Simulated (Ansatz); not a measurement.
Relaxation of CH2O2SSi (7 atoms, charge 0, multiplicity 1), to a largest force component of 0.015 eV/Å in at most 40 steps.

These are results of RKS B3LYP-D4/def2-SVP in Ansatz 0.2.0, not measurements.

```xyz
7
Properties=species:S:1:pos:R:3
O 0.710 -1.324 2.432
C 0.053 -0.502 1.596
Si 0.327 -0.320 -0.106
O -0.089 0.425 -1.436
S 0.503 1.396 -2.760
H 1.147 -0.814 3.131
H -0.615 1.190 -3.464
```

Where does it end, and by what steps?

The run converged. After 20 steps the energy has fallen by 1.240 eV; Si3 moved furthest, 0.64 Å.

| step | energy less start (eV) | largest force component (eV/Å) | accepted |
| --- | --- | --- | --- |
| 0 | 0.0000 | 2.689 | yes |
| 1 | -0.3650 | 2.265 | yes |
| 2 | -0.6050 | 2.537 | yes |
| 3 | -0.7836 | 2.096 | yes |
| 4 | -0.9337 | 2.355 | yes |
| 5 | -1.0744 | 0.472 | yes |
| 6 | -1.1475 | 0.767 | yes |
| 7 | -1.1748 | 0.601 | yes |
| 8 | -1.1973 | 0.347 | yes |
| 9 | -1.2147 | 0.266 | yes |
| 10 | -1.2209 | 0.156 | yes |
| 11 | -1.2293 | 0.220 | yes |
| 12 | -1.2336 | 0.207 | yes |
| 13 | -1.2196 | 0.278 | no |
| 14 | -1.2381 | 0.098 | yes |
| 15 | -1.2395 | 0.045 | yes |
| 16 | -1.2397 | 0.029 | yes |
| 17 | -1.2392 | 0.127 | no |
| 18 | -1.2399 | 0.020 | yes |
| 19 | -1.2400 | 0.024 | yes |
| 20 | -1.2401 | 0.007 | yes |

```xyz
7
Properties=species:S:1:pos:R:3
O 0.354 -1.184 2.377
C 0.441 -0.575 1.256
Si 0.855 -0.457 -0.446
O -0.200 0.761 -1.041
S 0.213 1.521 -2.494
H 0.925 -0.777 3.065
H -0.553 0.762 -3.325
```

The run took 3.2 min on 1 thread of Intel(R) Xeon(R) Processor @ 2.50GHz (Skylake/Cascade Lake), with other jobs on the host, peak memory 0.18 GiB.
